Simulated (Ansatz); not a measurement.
Mulliken charges of `C[SiH](N)Br` from ωB97M-V/def2-TZVPP in Ansatz (PBE0-D4/def2-TZVP geometry).

| atom | x (Å) | y (Å) | z (Å) | charge (e) |
| --- | --- | --- | --- | --- |
| C1 | -0.926 | 0.999 | -0.347 | -0.441 |
| Si2 | -0.120 | -0.618 | 0.065 | 0.465 |
| N3 | 1.384 | -0.348 | 0.823 | -0.353 |
| Br4 | 0.028 | -1.781 | -1.860 | -0.259 |
| H5 | -0.295 | 1.582 | -1.024 | 0.122 |
| H6 | -1.092 | 1.581 | 0.562 | 0.129 |
| H7 | -1.884 | 0.834 | -0.843 | 0.129 |
| H8 | -0.922 | -1.481 | 0.962 | -0.025 |
| H9 | 2.039 | 0.302 | 0.416 | 0.116 |
| H10 | 1.871 | -1.122 | 1.247 | 0.118 |

**Question.** By hand: the dipole of these point charges (1 e Å = 4.8032 D).

**Answer.** Σ q r = (-0.083, 0.300, 0.385) e Å, of length 0.495 e Å = 2.38 D.

**Question.** How does the dipole of the full density compare? (Estimate.)

**Answer.** Computed: (0.192, 0.304, 0.281) e Å, 2.19 D; the point charges give 1.09 times that, at 36° from its direction.

Point charges leave out the atoms' own dipoles, such as those of lone pairs, and Mulliken's split depends on the basis, so the two needn't agree.
